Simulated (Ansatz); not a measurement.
Cost and result for the atomization energy of CH$_{8}$GeO$_{2}$Si, SMILES `C[SiH](O)[GeH2][OH]` (13 atoms, 12 bonds).

```xyz
13

C     0.563    1.576    0.784
Si    0.109    0.487   -0.660
O     1.314    0.379   -1.790
Ge   -0.312   -1.749    0.070
O    -1.664   -1.686    1.256
H    -0.233    1.547    1.533
H     0.698    2.616    0.475
H     1.487    1.235    1.258
H    -1.139    1.030   -1.281
H     1.545    1.171   -2.278
H    -0.701   -2.710   -1.077
H     0.841   -2.364    0.880
H    -2.508   -1.530    0.829
```

Charge 0, multiplicity 1. Correlated methods include outer-core shells of Ge, which these sets cover unevenly. Scalar relativity is left out up to krypton. Geometry: relaxed with PBE0-D4/def2-TZVP. It is one conformer, not always the lowest. Program: Ansatz. All runs use 2 threads of an AMD EPYC 7R13 on a shared host and a share of an NVIDIA H100 80 GB. Times are those of one run each, without the atoms' runs, and a repeat can differ threefold. Electronic energies, without spin–orbit coupling; frozen cores. CCSD(T)/CBS adds CCSD(T) − MP2 in def2-TZVPP to the MP2 limit, and its time is that of the two runs behind it. T1 = 0.012. With those shells the extrapolation isn't a true limit. B3LYP takes the VWN-RPA correlation (the form of Gaussian; ORCA's B3LYP/G).

CCSD(T)/CBS is a level of theory with its own doubt, some kJ/mol a heavy atom from the limit and from the frozen cores, so smaller differences don't rank the functionals.

```json
{"level": "r2SCAN-D4/def2-TZVPP (with forces)", "functions": "295", "wall time": "3.7 s"}
{"level": "B3LYP-D4/def2-TZVPP (with forces)", "functions": "295", "wall time": "6 s"}
{"level": "PBE0-D4/def2-TZVPP", "functions": "295", "wall time": "6.5 s"}
{"level": "MP2/def2-QZVPP", "functions": "570", "wall time": "7.5 s"}
{"level": "PBE-D4/def2-TZVPP (with forces)", "functions": "295", "wall time": "8.5 s"}
{"level": "ωB97X-V/def2-TZVPP", "functions": "295", "wall time": "8.5 s"}
{"level": "CCSD(T)/def2-TZVPP", "functions": "295", "wall time": "8.5 s"}
{"level": "ωB97M-V/def2-TZVPP (with forces)", "functions": "295", "wall time": "9 s"}
{"level": "B2PLYP/def2-TZVPP", "functions": "295", "wall time": "9.5 s"}
{"level": "CCSD(T)/CBS(def2)", "functions": "–", "wall time": "16 s"}
```

(1) What atomization energy does each give, and how far from CCSD(T)/CBS? (Best estimate.)

Results:

(1) Ansatz gave: 
| level | atomization (kJ/mol) | difference from CCSD(T)/CBS | per bond |
| --- | --- | --- | --- |
| r2SCAN-D4/def2-TZVPP (with forces) | 4497.5 | -17.8 | -1.5 |
| B3LYP-D4/def2-TZVPP (with forces) | 4471.6 | -43.7 | -3.6 |
| PBE0-D4/def2-TZVPP | 4448.9 | -66.4 | -5.5 |
| MP2/def2-QZVPP | 4515.2 | -0.1 | 0.0 |
| PBE-D4/def2-TZVPP (with forces) | 4516.9 | 1.6 | 0.1 |
| ωB97X-V/def2-TZVPP | 4510.4 | -4.9 | -0.4 |
| CCSD(T)/def2-TZVPP | 4400.2 | -115.1 | -9.6 |
| ωB97M-V/def2-TZVPP (with forces) | 4489.1 | -26.2 | -2.2 |
| B2PLYP/def2-TZVPP | 4433.6 | -81.7 | -6.8 |
| CCSD(T)/CBS(def2) | 4515.3 | 0.0 | 0.0 |

In def2-TZVPP, CCSD(T) changes the Hartree–Fock value by +1153.1 kJ/mol (the triples alone add +58.8 kJ/mol) and MP2 by +1200.0 kJ/mol; breaking electron pairs costs correlation energy, which Hartree–Fock lacks. From PBE to PBE0 (25 % exact exchange), in def2-TZVPP and without D4, the atomization energy moves by −64.1 kJ/mol: exact exchange takes away binding that semilocal exchange gives to molecules. The D4 term adds +43.2 kJ/mol with B3LYP and +23.0 kJ/mol with PBE0; it sums over pairs of atoms, weighted by their polarisabilities, and B3LYP, whose exchange is more repulsive, gets the larger term.
